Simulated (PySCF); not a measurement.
C₄H₁₄Si₃.
SMILES with atom numbers: `[SiH3:1][CH2:2][C@H:3]1[CH2:4][SiH2:5][CH2:6][SiH2:7]1`

NICS is the negative of the GIAO shielding at a point without a nucleus: at the ring centre (0) and 1 Å above and below it (1); zz is the component along the ring normal. Level: GIAO PBE0/pcSseg-1 (PySCF, non-relativistic, gas phase) on the GFN2-xTB geometry, one conformer.

Ring bond lengths (Å), with Mayer bond orders in brackets: C3–C4 1.537 (1.01), C4–Si5 1.903 (0.91), Si5–C6 1.907 (0.90), C6–Si7 1.906 (0.90), Si7–C3 1.912 (0.87).

Give the NICS values of each ring in ppm.

```tsv
ring	type	NICS(0)	NICS(1), two faces	NICS(1)zz, two faces	rms pucker (Å)	centre to ring atoms, mean (Å)
C3–C4–Si5–C6–Si7	5-membered ring with 2 Si; formal bonds all single	-3.9	-3.2 / -3.4	-0.1 / -0.4	0.19	1.54
```

What can be read from them?

- C3–C4–Si5–C6–Si7: mean NICS(1)zz -0.2 ppm, near zero. C3, C4, Si5, C6, Si7 have four or more neighbours; no verdict on aromaticity is drawn.

At the second NICS(1) probe listed for ring C3–C4–Si5–C6–Si7, 1 Å off the ring, what do the in-plane components average?

The isotropic value is a third of the trace: (3 × -3.4 − (-0.4))/2 = -4.9 ppm.

How shielded are the nuclei of the rings and their hydrogens (means over atoms taken as equivalent)?

```json
{"atoms": "C3", "environment": "sp3 carbon bound to silicon", "σ isotropic (ppm)": "161.2"}
{"atoms": "C4", "environment": "sp3 carbon bound to silicon", "σ isotropic (ppm)": "161.4"}
{"atoms": "Si5", "environment": "SiH2 silicon", "σ isotropic (ppm)": "381.4"}
{"atoms": "C6", "environment": "sp3 carbon bound to silicon", "σ isotropic (ppm)": "202.1"}
{"atoms": "Si7", "environment": "SiH2 silicon", "σ isotropic (ppm)": "373.7"}
{"atoms": "H on C3", "environment": "methine hydrogen", "σ isotropic (ppm)": "30.62"}
{"atoms": "H on C4", "environment": "methylene hydrogen", "σ isotropic (ppm)": "30.40"}
{"atoms": "H on C4", "environment": "methylene hydrogen", "σ isotropic (ppm)": "30.95"}
{"atoms": "H on Si5", "environment": "Si–H hydrogen", "σ isotropic (ppm)": "27.44"}
{"atoms": "H on Si5", "environment": "Si–H hydrogen", "σ isotropic (ppm)": "27.19"}
{"atoms": "H on C6", "environment": "methylene hydrogen", "σ isotropic (ppm)": "31.71"}
{"atoms": "H on C6", "environment": "methylene hydrogen", "σ isotropic (ppm)": "31.69"}
{"atoms": "H on Si7", "environment": "Si–H hydrogen", "σ isotropic (ppm)": "27.10"}
{"atoms": "H on Si7", "environment": "Si–H hydrogen", "σ isotropic (ppm)": "27.78"}
```

The list is cut; further classes of hydrogen are left out.

Hardware: one thread, Arm Neoverse N1 (aarch64), on a shared host. Cost: 69 s of wall time, 0.96 GiB resident at most. This is the whole shielding run at PBE0/pcSseg-1, SCF included.
